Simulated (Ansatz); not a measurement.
A nudged elastic band was laid between two geometries of ClFH2O2Zr + ClH (9 atoms, charge 0, multiplicity 1).

Level of theory: Ansatz, RKS PBE0/def2-SVP.

```
movable images  : 5
climbing image  : yes
spring          : 5.0 eV/Å²
optimiser       : quadratic models (default)
start path      : through a guess of the saddle point
force threshold : 0.03 eV/Å
iteration limit : 60
end points      : relaxed
```

First end point:

```xyz
9
Properties=species:S:1:pos:R:3
Zr -0.088 -0.220 -0.007
F 0.227 0.060 1.883
Cl 1.955 -0.411 -1.187
O -1.142 1.193 -0.703
H -1.644 1.928 -1.055
O -1.020 -1.863 -0.178
H -1.572 -2.619 -0.378
Cl 1.509 2.839 1.735
H 1.043 1.719 2.196
```

Last end point:

```xyz
9
Properties=species:S:1:pos:R:3
Zr 0.285 0.226 -0.138
F -0.749 0.791 2.015
Cl 1.697 -0.152 -1.992
O -1.011 1.421 -0.828
H -1.766 1.904 -1.166
O -0.374 -1.506 0.254
H -0.853 -2.320 0.409
Cl 1.940 1.167 1.425
H 0.098 1.095 2.330
```

Task: Which bonds break or form, and what moves?

Result: Bonds broken: Cl8–H9. Bonds formed: Zr1–Cl8, F2–H9. ClFH2O2Zr + ClH becomes Cl2FH3O2Zr.

Task: What energy profile does the band end with?

Result: The run converged. The highest image is number 3 of 0 to 6, 0.212 eV above the first end and 0.263 eV above the last; the last end lies 0.051 eV below the first. A vibrational analysis at the climbing image gives one clearly imaginary mode, 295i cm⁻¹: a first-order saddle point. The orbitals stay closed-shell, which can raise the energy where a bond breaks towards radicals; this wasn't checked here.

```csv
image,path coordinate (Å),energy (eV),Cl8–H9 (Å),Zr1–Cl8 (Å),F2–H9 (Å)
0,0.00,0.000,1.30,3.87,1.88
1,0.58,0.008,1.30,3.34,1.89
2,1.16,0.070,1.32,3.02,1.67
3,1.74,0.212,1.49,2.73,1.21
4,2.41,0.085,1.85,2.54,0.99
5,3.07,0.000,1.97,2.49,0.96
6,3.74,-0.051,2.05,2.46,0.95
```

Task: What is the geometry of the highest image?

Result: 
```xyz
9
Properties=species:S:1:pos:R:3:forces:R:3
Zr 0.077 0.170 0.055 0.00 0.00 0.00
F -0.048 0.170 2.165 0.00 0.00 0.00
Cl 1.926 -0.209 -1.373 0.00 0.00 0.00
O -1.139 1.366 -0.756 0.00 0.01 0.00
H -1.805 1.815 -1.277 0.00 0.00 0.00
O -0.755 -1.527 -0.011 0.00 0.00 0.00
H -1.174 -2.387 -0.028 0.00 0.00 0.00
Cl 1.504 2.094 1.368 0.00 0.00 0.00
H 0.681 1.133 2.163 0.00 0.00 0.00
```

Task: What are the harmonic wavenumbers there?

Result: 295i, 35, 108, 131, 137, 161, 184, 232, 298, 319, 342, 360, 392, 501, 742, 767, 885, 937, 1390, 4007, 4013 cm⁻¹.

The band took 32 iterations and roughly 24 core-minutes.

Run time: 6.3 min on 4 threads of Arm Neoverse V1, with other jobs on the host, peak memory 0.33 GiB.
